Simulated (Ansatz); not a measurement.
This geometry of C$_{3}$H$_{8}$GeO (13 atoms, charge 0, multiplicity 1) is a first-order saddle point.

Method: Ansatz 0.2.0, RKS revPBE-D4/def2-mTZVP.

```xyz
13
Properties=species:S:1:pos:R:3
C -1.775 1.078 0.542
C -0.323 0.737 0.319
O 0.366 0.089 1.411
C 0.153 -0.659 0.174
Ge 1.775 -1.126 -0.876
H -2.278 1.288 -0.415
H -2.298 0.250 1.041
H -1.866 1.975 1.176
H 0.271 1.523 -0.169
H -0.607 -1.447 0.274
H 1.736 -2.627 -1.271
H 1.836 -0.273 -2.174
H 3.031 -0.842 -0.017
```

(1) Which two structures does it join? (They come from a converged band through this point; their orientation in space is the band's.)

(2) How far does it lie above each of them?

Results:

(1) No bond is made or broken. The dihedral C2–C4–Ge5–H12 goes from 19 to -102°. The two ends are copies of one structure, up to a mirror image or an exchange of like atoms.

First end point:

```xyz
13
Properties=species:S:1:pos:R:3
C -1.809 0.988 0.579
C -0.387 0.755 0.137
O 0.596 0.583 1.186
C 0.290 -0.550 0.317
Ge 1.758 -1.142 -0.869
H -2.506 0.811 -0.255
H -2.073 0.314 1.407
H -1.945 2.026 0.920
H -0.037 1.396 -0.685
H -0.294 -1.336 0.818
H 1.217 -2.151 -1.920
H 2.338 0.103 -1.586
H 2.870 -1.831 -0.036
```

Last end point:

```xyz
13
Properties=species:S:1:pos:R:3
C -1.716 1.127 0.611
C -0.284 0.703 0.403
O 0.285 -0.167 1.411
C 0.084 -0.689 0.061
Ge 1.735 -1.122 -0.939
H -2.142 1.518 -0.326
H -2.327 0.278 0.949
H -1.779 1.923 1.370
H 0.401 1.500 0.080
H -0.743 -1.410 -0.007
H 2.419 -2.369 -0.320
H 1.396 -1.420 -2.426
H 2.693 0.094 -0.853
```

(2) 0.049 eV above the first and 0.049 eV above the second. This is the barrier of this one path; another mechanism may lie lower.

Time of the run: 5.8 min on 2 threads of Arm Neoverse V2, with other jobs on the host, peak memory 0.28 GiB.
